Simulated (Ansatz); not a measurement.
`CS[SiH](O)F` + `BC(O)[SiH3]` → `CS[SiH](O)O` + `BC(F)[SiH3]`  (redistribution)

Calculated with Ansatz (gas phase, PBE0-D4/def2-TZVP geometries, no zero-point term in ΔE). CCSD(T)/CBS adds triple-zeta CCSD(T) − MP2 to the extrapolated MP2 energy (def2 sets, frozen cores). Functionals use def2-TZVPP. B3LYP here is the variant with VWN-RPA as its local correlation; programs differ in this. One conformer a species, not always the lowest.

```json
{"level": "PBE-D4", "ΔE (kJ/mol)": "43.1", "difference from CCSD(T)/CBS": "-1.0"}
{"level": "r2SCAN-D4", "ΔE (kJ/mol)": "41.9", "difference from CCSD(T)/CBS": "-2.2"}
{"level": "PBE0-D4", "ΔE (kJ/mol)": "42.6", "difference from CCSD(T)/CBS": "-1.5"}
{"level": "B3LYP-D4", "ΔE (kJ/mol)": "39.0", "difference from CCSD(T)/CBS": "-5.1"}
{"level": "ωB97X-V", "ΔE (kJ/mol)": "39.3", "difference from CCSD(T)/CBS": "-4.8"}
{"level": "B2PLYP", "ΔE (kJ/mol)": "40.7", "difference from CCSD(T)/CBS": "-3.4"}
{"level": "PBE", "ΔE (kJ/mol)": "42.8", "difference from CCSD(T)/CBS": "-1.3"}
{"level": "PBE0", "ΔE (kJ/mol)": "42.4", "difference from CCSD(T)/CBS": "-1.7"}
{"level": "B3LYP", "ΔE (kJ/mol)": "38.5", "difference from CCSD(T)/CBS": "-5.6"}
{"level": "MP2/def2-TZVPP", "ΔE (kJ/mol)": "45.9", "difference from CCSD(T)/CBS": "1.8"}
{"level": "SCS-MP2/def2-TZVPP", "ΔE (kJ/mol)": "43.0", "difference from CCSD(T)/CBS": "-1.1"}
{"level": "CCSD(T)/def2-TZVPP", "ΔE (kJ/mol)": "43.1", "difference from CCSD(T)/CBS": "-1.0"}
{"level": "HF/def2-QZVPP", "ΔE (kJ/mol)": "34.5", "difference from CCSD(T)/CBS": "-9.6"}
{"level": "MP2/def2-QZVPP", "ΔE (kJ/mol)": "46.9", "difference from CCSD(T)/CBS": "2.8"}
{"level": "SCS-MP2/def2-QZVPP", "ΔE (kJ/mol)": "44.0", "difference from CCSD(T)/CBS": "-0.1"}
{"level": "CCSD/CBS(def2)", "ΔE (kJ/mol)": "42.8", "difference from CCSD(T)/CBS": "-1.3"}
{"level": "CCSD(T)/CBS", "ΔE (kJ/mol)": "44.1", "difference from CCSD(T)/CBS": "0"}
```

Largest T1 diagnostic among the species: 0.013.

In def2-TZVPP, CCSD(T) changes the Hartree–Fock value by +9.9 kJ/mol (the triples alone add +1.3 kJ/mol) and MP2 by +12.6 kJ/mol.
